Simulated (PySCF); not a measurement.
A mixed set of molecules.

All values: PBE0/def2-SVPD (PySCF) at GFN2-xTB geometries, gas phase, one conformer each. Core orbitals are frozen in the response; Δα² is half the sum of the squared differences of the principal polarisabilities.

Question: Rank by mean static polarisability, lowest first.
A. `C[SiH2]P1CC=CC1`
B. `FCC[SiH2]F`
C. `[C@@H]1(S(=O)(=O)CC1)C`
D. `C/C=C\CO`
E. `CC1=C(C)P1C[SiH3]`

Answer: B (7.56 Å³), D (8.23 Å³), C (10.56 Å³), A (16.11 Å³), E (16.77 Å³).

Question: Rank by dipole moment, lowest first.
A. `[CH3:1]/[CH:2]=[CH:3]\[CH2:4][OH:5]` with C2–C3–C4–O5 -167°, C3–C4–O5–H 56° ((Z)-2-buten-1-ol)
B. `[CH3:1][C@@H:2]1[CH2:3][CH2:4][S:5]1(=[O:6])=[O:7]` with C1–C2–C3–C4 -135°, C2–C3–C4–S5 17°, C3–C4–S5–O6 95°, C1–C2–S5–C4 134°
C. `[CH3:1][SiH2:2][P:3]1[CH2:4][CH:5]=[CH:6][CH2:7]1` with C1–Si2–P3–C4 -177°, Si2–P3–C4–C5 81°, P3–C4–C5–C6 14°, C5–C6–C7–P3 -14°, Si2–P3–C7–C6 -79°
D. `[CH3:1][C:2]1=[C:3]([CH3:4])[P:5]1[CH2:6][SiH3:7]` with C3–P5–C6–Si7 123°

Answer: C (1.08 D), A (1.83 D), D (2.19 D), B (5.12 D).

All values together:

| SMILES | formula | μ (D) | HOMO (eV) | LUMO (eV) | α (Å³) | Δα (Å³) | electrons | α per electron (Å³) |
| --- | --- | --- | --- | --- | --- | --- | --- | --- |
| FCC[SiH2]F | C2H6F2Si | 1.93 | -8.94 | 0.03 | 7.56 | 1.30 | 50 | 0.151 |
| C[SiH2]P1CC=CC1 | C5H11PSi | 1.08 | -6.58 | 0.07 | 16.11 | 3.24 | 70 | 0.230 |
| C[C@@H]1CCS1(=O)=O | C4H8O2S | 5.12 | -8.26 | 0.29 | 10.56 | 1.71 | 64 | 0.165 |
| CC1=C(C)P1C[SiH3] | C5H11PSi | 2.19 | -6.23 | 0.29 | 16.77 | 5.35 | 70 | 0.240 |
| C/C=C\CO | C4H8O | 1.83 | -7.16 | 0.23 | 8.23 | 3.77 | 40 | 0.206 |

Conformers: `[F:1][CH2:2][CH2:3][SiH2:4][F:5]` with F1–C2–C3–Si4 -55°, C2–C3–Si4–F5 -175°; `[CH3:1][SiH2:2][P:3]1[CH2:4][CH:5]=[CH:6][CH2:7]1` with C1–Si2–P3–C4 -177°, Si2–P3–C4–C5 81°, P3–C4–C5–C6 14°, C5–C6–C7–P3 -14°, Si2–P3–C7–C6 -79°; `[CH3:1][C@@H:2]1[CH2:3][CH2:4][S:5]1(=[O:6])=[O:7]` with C1–C2–C3–C4 -135°, C2–C3–C4–S5 17°, C3–C4–S5–O6 95°, C1–C2–S5–C4 134°; `[CH3:1][C:2]1=[C:3]([CH3:4])[P:5]1[CH2:6][SiH3:7]` with C3–P5–C6–Si7 123°; `[CH3:1]/[CH:2]=[CH:3]\[CH2:4][OH:5]` with C2–C3–C4–O5 -167°, C3–C4–O5–H 56°.
